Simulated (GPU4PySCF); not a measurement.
GPU4PySCF job for C₁₂H₁₀O₂S, SMILES O=S(=O)(c1ccccc1)c1ccccc1, TDDFT-B3LYP/def2-SVPD. The structure is a stationary point at PBE0-D3(BJ)/def2-TZVP. Other conformers were not sampled.

```python
import numpy as np
import cupy as cp
from pyscf import gto, lo
from gpu4pyscf import dft

mol = gto.M(
    atom='''
    O    -0.00163370   -1.25299317   -2.03831165
    S     0.00000000    0.00000000   -1.33449735
    O     0.00163370    1.25299318   -2.03831165
    C    -1.38729971    0.00150085   -0.23735432
    C    -1.91212337    1.21190209    0.19190299
    C    -2.99050811    1.20747927    1.06142840
    C    -3.53162453    0.00366757    1.49145557
    C    -3.00367059   -1.20108513    1.04822394
    C    -1.92516681   -1.20767920    0.17874117
    C     1.38729971   -0.00150085   -0.23735431
    C     1.92516681    1.20767919    0.17874117
    C     3.00367059    1.20108513    1.04822395
    C     3.53162454   -0.00366757    1.49145557
    C     2.99050811   -1.20747927    1.06142839
    C     1.91212336   -1.21190209    0.19190298
    H    -1.48715300    2.13860924   -0.17297136
    H    -3.41407467    2.14578280    1.39925304
    H    -4.37638535    0.00450205    2.17046671
    H    -3.43744454   -2.13836992    1.37576575
    H    -1.50989284   -2.13466629   -0.19642865
    H     1.50989284    2.13466629   -0.19642864
    H     3.43744453    2.13836992    1.37576576
    H     4.37638536   -0.00450206    2.17046670
    H     3.41407468   -2.14578280    1.39925302
    H     1.48715300   -2.13860924   -0.17297138
    ''',
    basis='def2-SVPD',
    charge=0,
    spin=0,
    max_memory=12000,
    verbose=3,
)
mf = dft.RKS(mol, xc='b3lyp').density_fit(auxbasis='def2-universal-jkfit')
mf.grids.atom_grid = (75, 302)
mf.conv_tol = 1e-9
mf.max_cycle = 100
mf.kernel()
td = mf.TDDFT()
td.singlet = True
td.nstates = 12
td.conv_tol = 1e-4
td.positive_eig_threshold = 1e-6
td.max_memory = 500
td.kernel(x0=td.init_guess(mf, 17))
tt = mf.TDA()
tt.singlet = False
tt.nstates = 4
tt.conv_tol = 1e-4
tt.positive_eig_threshold = 1e-6
tt.max_memory = 500
tt.kernel(x0=tt.init_guess(mf, 9))
nocc = mol.nelectron // 2
for name, t in (('singlet', td), ('triplet (TDA)', tt)):
    for e, f, (x, y) in zip(cp.asnumpy(t.e), t.oscillator_strength(), t.xy):
        w = 2 * cp.asnumpy(x)**2
        i, a = np.unravel_index(w.argmax(), w.shape)
        print(f'{name} {e * 27.211386245988:8.4f} eV  f = {f:.4f}  leading pair {i + 1} -> {nocc + a + 1} ({w[i, a]:.2f})')
```

Output:

```
converged SCF energy = -1011.34660945755
Overwritten attributes  positive_eig_threshold  of <class 'gpu4pyscf.tdscf.rks.TDDFT'>
Excitation energies (eV)
[5.03701216 5.12912243 5.1967726  5.40148811 5.7195675  5.79273506
 5.86854491 5.90572883 6.01986602 6.04968322 6.10622656 6.18990632]
Overwritten attributes  positive_eig_threshold  of <class 'gpu4pyscf.tdscf.rks.TDA'>
Excitation energies (eV)
[3.93005989 4.19994186 4.4266443  4.51342258]
singlet   5.0370 eV  f = 0.0000  leading pair 56 -> 58 (0.70)
singlet   5.1291 eV  f = 0.1811  leading pair 57 -> 58 (0.86)
singlet   5.1968 eV  f = 0.0195  leading pair 55 -> 58 (0.74)
singlet   5.4015 eV  f = 0.0932  leading pair 54 -> 58 (0.88)
singlet   5.7196 eV  f = 0.0000  leading pair 57 -> 59 (0.55)
singlet   5.7927 eV  f = 0.0076  leading pair 53 -> 58 (0.75)
singlet   5.8685 eV  f = 0.0006  leading pair 52 -> 58 (0.60)
singlet   5.9057 eV  f = 0.0080  leading pair 52 -> 58 (0.39)
singlet   6.0199 eV  f = 0.0047  leading pair 55 -> 59 (0.50)
singlet   6.0497 eV  f = 0.1890  leading pair 56 -> 59 (0.85)
singlet   6.1062 eV  f = 0.0000  leading pair 54 -> 59 (0.84)
singlet   6.1899 eV  f = 0.0185  leading pair 56 -> 61 (0.47)
triplet (TDA)   3.9301 eV  f = 0.0000  leading pair 57 -> 58 (0.70)
triplet (TDA)   4.1999 eV  f = 0.0000  leading pair 53 -> 58 (0.31)
triplet (TDA)   4.4266 eV  f = 0.0000  leading pair 56 -> 58 (0.79)
triplet (TDA)   4.5134 eV  f = 0.0000  leading pair 55 -> 58 (0.75)
```

Self-consistency was reached.
